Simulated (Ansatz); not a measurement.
Ansatz results at the PBE0-D4/def2-TZVP geometry: HOMO–LUMO gap (PBE0/def2-TZVPP) 7.31 eV; HOMO–LUMO gap (ωB97M-V/def2-TZVPP) 11.19 eV; size of the dipole moment (PBE/def2-TZVPP) 1.09 D.

Each molecule was computed in one conformer, which needn't be the lowest.

(1) Which molecule gave them?
A. `C=C[SiH2]N[SiH2]O`
B. `CN([SiH2]F)[SiH2]Cl`
C. `C[N]([SiH2]Cl)[GeH2][Cl]`
D. `F[SiH](Cl)[SiH2]Cl`

## Answers

(1) D. The others give `CN([SiH2]F)[SiH2]Cl`: 8.28, 12.29, 0.97; `C=C[SiH2]N[SiH2]O`: 7.26, 11.65, 1.47; `C[N]([SiH2]Cl)[GeH2][Cl]`: 7.50, 11.63, 0.74.
